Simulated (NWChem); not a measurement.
Program: NWChem. System: HO$_{2}$, charge 0, spin multiplicity 2, at a geometry optimised with UB3LYP/def2-SVP. The structure started from a generated list of species. Its SCF solution wasn't tested for a lower state. Level: ROCCSD(T)/6-311G** (spherical d), 2 core orbitals frozen.

The NWChem input:

```
start mol
memory heap 100 mb stack 700 mb global 1900 mb
geometry units angstroms nocenter noautoz
  O      0.503259    -0.338228     0.000000
  O     -0.652279     0.293189     0.000000
  H      1.192162     0.360315     0.000000
  symmetry group Cs
end
basis spherical
  * library 6-311g**
end
scf
  rohf
  nopen 1
  maxiter 100
  thresh 1e-7
  semidirect memsize 60000000 filesize 0
  # guess.movecs holds the orbitals of an unrestricted PBE0 run
  vectors input guess.movecs swap 8 9 output mol.movecs
end
tce
  freeze core 2
  ccsd(t)
  2eorb
  2emet 13
  thresh 1e-6
  maxiter 100
  tilesize 24
end
task tce energy
```

NWChem printed:

```
             Northwest Computational Chemistry Package (NWChem) 7.3.0
             --------------------------------------------------------

                                NWChem Input Module
                                -------------------

 Scaling coordinates for geometry "geometry" by  1.889725989
 (inverse scale =  0.529177249)

 Turning off AUTOSYM since
 SYMMETRY directive was detected!

                             Geometry "geometry" -> ""
                             -------------------------

 Output coordinates in angstroms (scale by  1.889725989 to convert to a.u.)

  No.       Tag          Charge          X              Y              Z
 ---- ---------------- ---------- -------------- -------------- --------------
    1 O                    8.0000     0.50325900    -0.33822800     0.00000000
    2 O                    8.0000    -0.65227900     0.29318900     0.00000000
    3 H                    1.0000     1.19216200     0.36031500     0.00000000

 Effective nuclear repulsion energy (a.u.)      32.3281791277

            Nuclear Dipole moment (a.u.)
            ----------------------------
        X                 Y               Z
 ---------------- ---------------- ----------------
     0.0000037795     0.0000056692     0.0000000000

      Symmetry information
      --------------------

 Group name             Cs
 Group number              2
 Group order               2
 No. of unique centers     3

      Symmetry unique atoms

     1    2    3


 Summary of "ao basis" -> "" (spherical)
 ------------------------------------------------------------------------------
       Tag                 Description            Shells   Functions and Types
 ---------------- ------------------------------  ------  ---------------------
 *                          6-311g**                  on all atoms

 Summary of "ao basis" -> "ao basis" (spherical)
 ------------------------------------------------------------------------------
       Tag                 Description            Shells   Functions and Types
 ---------------- ------------------------------  ------  ---------------------
 O                          6-311g**                 8       18   4s3p1d
 H                          6-311g**                 4        6   3s1p

                                 NWChem SCF Module
                                 -----------------

  ao basis        = "ao basis"
  functions       =    42
  atoms           =     3
  closed shells   =     8
  open shells     =     1
  charge          =   0.00
  wavefunction    = ROHF
  use symmetry    = T
  symmetry adapt  = T

 Summary of "ao basis" -> "ao basis" (spherical)
 ------------------------------------------------------------------------------
       Tag                 Description            Shells   Functions and Types
 ---------------- ------------------------------  ------  ---------------------
 O                          6-311g**                 8       18   4s3p1d
 H                          6-311g**                 4        6   3s1p

      Symmetry analysis of basis
      --------------------------

        a'         31
        a"         11

 Forming initial guess at       0.0s

 Swapping ROHF orbitals     8    9

      Symmetry analysis of molecular orbitals - initial
      -------------------------------------------------

  Numbering of irreducible representations:

     1 a'          2 a"

  Orbital symmetries:

     1 a'          2 a'          3 a'          4 a'          5 a'
     6 a"          7 a'          8 a'          9 a"         10 a'
[...]
 -------------------------------------------

    Atom       Charge   Shell Charges
 -----------   ------   -------------------------------------------------------
    1 O    8     0.10   0.00 -0.00  0.03  0.00  0.05 -0.00  0.02  0.00
    2 O    8     0.90   0.00  0.00  0.21 -0.00  0.42  0.00  0.26 -0.00
    3 H    1     0.00   0.00  0.00  0.00  0.00

       Multipole analysis of the density wrt the origin
       ------------------------------------------------

     L   x y z        total         open         nuclear
     -   - - -        -----         ----         -------
     0   0 0 0     -0.000000     -1.000000     17.000000

     1   1 0 0      0.665259      0.989584      0.000004
     1   0 1 0      0.485121     -0.428291      0.000006
     1   0 0 1      0.000000     -0.000000      0.000000

     2   2 0 0     -6.756024     -1.977691     24.465899
     2   1 1 0      1.128921      0.763861     -8.792334
     2   1 0 1     -0.000000      0.000000      0.000000
     2   0 2 0     -8.494988     -0.715117      6.187550
     2   0 1 1      0.000000      0.000000      0.000000
     2   0 0 2     -7.965072     -1.046490      0.000000

                   NWChem Extensible Many-Electron Theory Module
                   ---------------------------------------------


            General Information
            -------------------
      Number of processors :     1
         Wavefunction type : Restricted open-shell Hartree-Fock
          No. of electrons :    17
           Alpha electrons :     9
            Beta electrons :     8
           No. of orbitals :    84
            Alpha orbitals :    42
             Beta orbitals :    42
        Alpha frozen cores :     2
         Beta frozen cores :     2
     Alpha frozen virtuals :     0
      Beta frozen virtuals :     0
         Spin multiplicity : doublet
    Number of AO functions :    42
       Number of AO shells :    20
        Use of symmetry is : on
      Symmetry adaption is : on
         Schwarz screening : 0.10D-09

          Correlation Information
          -----------------------
          Calculation type : Coupled-cluster singles & doubles w/ perturbation
   Perturbative correction : (T)
            Max iterations :      100
        Residual threshold : 0.10D-05
     T(0) DIIS level shift : 0.00D+00
     L(0) DIIS level shift : 0.00D+00
     T(1) DIIS level shift : 0.00D+00
     L(1) DIIS level shift : 0.00D+00
     T(R) DIIS level shift : 0.00D+00
     T(I) DIIS level shift : 0.00D+00
   CC-T/L Amplitude update :  5-th order DIIS
                I/O scheme : Global Array Library
        L-threshold :  0.10D-05
        EOM-threshold :  0.10D-05
 no EOMCCSD initial starts read in
 TCE RESTART OPTIONS
 SLICE:      F
 D4D5:       F
 quantumc:   F
 qrotation:  F
 pwtce:      F
 qducc:      F
 nacto:                         0
 nrotv:                         0
 nrot:                          0

            Memory Information
            ------------------
          Available GA space size is     249033272 doubles
          Available MA space size is     104855316 doubles

 Maximum block size supplied by input
 Maximum block size        24 doubles

 tile_dim =     24

 -------------------------------------------------
   1    alpha     a'     5 doubles       0       1
   2    alpha     a"     1 doubles       5       2
   3    alpha     a"     1 doubles       6       3
   4    beta      a'     5 doubles       7       4
   5    beta      a"     1 doubles      12       5
   6    alpha     a'    24 doubles      13       6
   7    alpha     a"     9 doubles      37       7
   8    beta      a'    24 doubles      46       8
   9    beta      a"     1 doubles      70       9
  10    beta      a"     9 doubles      71      10

 Global array virtual files algorithm will be used

 Parallel file system coherency ......... OK

 4-electron integrals stored in orbital form

 v2    file size   =           591250
 4-index algorithm nr.  13 is used
 imaxsize =       30
 imaxsize ichop =        0


CCSD iterations
 ---------------------------------------------------------
 Iter          Residuum       Correlation     Cpu    Wall
 ---------------------------------------------------------
    1   0.1913218988448  -0.3817147112517     0.2     0.2
    2   0.0457761187641  -0.3817671572532     0.2     0.2
    3   0.0290089158825  -0.3877228744923     0.1     0.1
    4   0.0144804246182  -0.3901495659152     0.2     0.2
    5   0.0176448750294  -0.3895063012931     0.2     0.2
    6   0.0028798058307  -0.3907075469595     0.2     0.2
    7   0.0025842299131  -0.3906900921322     0.2     0.2
    8   0.0008154701703  -0.3908040343340     0.2     0.2
    9   0.0014274465014  -0.3907686034697     0.2     0.2
   10   0.0005262664746  -0.3908668020944     0.1     0.1
   11   0.0000783507613  -0.3908844616083     0.2     0.2
   12   0.0000332973092  -0.3908838225557     0.2     0.2
   13   0.0000177496437  -0.3908850804774     0.2     0.2
   14   0.0000106616036  -0.3908849358676     0.2     0.2
   15   0.0000066315673  -0.3908852373848     0.2     0.2
   16   0.0000031680504  -0.3908853616861     0.2     0.2
   17   0.0000023933400  -0.3908851236812     0.2     0.2
   18   0.0000016597319  -0.3908852697992     0.2     0.2
   19   0.0000015384466  -0.3908851469799     0.2     0.2
   20   0.0000012077509  -0.3908852663422     0.2     0.2
   21   0.0000001751999  -0.3908852308016     0.2     0.2
 -----------------------------------------------------------------
 Iterations converged
 CCSD correlation energy / hartree =        -0.390885230801637
 CCSD total energy / hartree       =      -150.602506829396532

 Singles contributions
     9a"  (beta ) ---     7a"  (beta )        0.1706559497

 Doubles contributions
 CCSD(T)
 Using plain CCSD(T) code
             total no. of tasks          148
 total no. of tasks / no. procs          148
                         wl_min            1           1.0
                         wl_max      1728000          11.0
        thresh for no. of tasks          148

 CCSD[T]  correction energy / hartree =        -0.014170369354611
 CCSD[T] correlation energy / hartree =        -0.405055600156248
 CCSD[T] total energy / hartree       =      -150.616677198751148
 CCSD(T)  correction energy / hartree =        -0.012056192337196
 CCSD(T) correlation energy / hartree =        -0.402941423138833
 CCSD(T) total energy / hartree       =      -150.614563021733716

 Task  times  cpu:        5.8s     wall:        5.8s

 Total times  cpu:        5.8s     wall:        5.8s
```
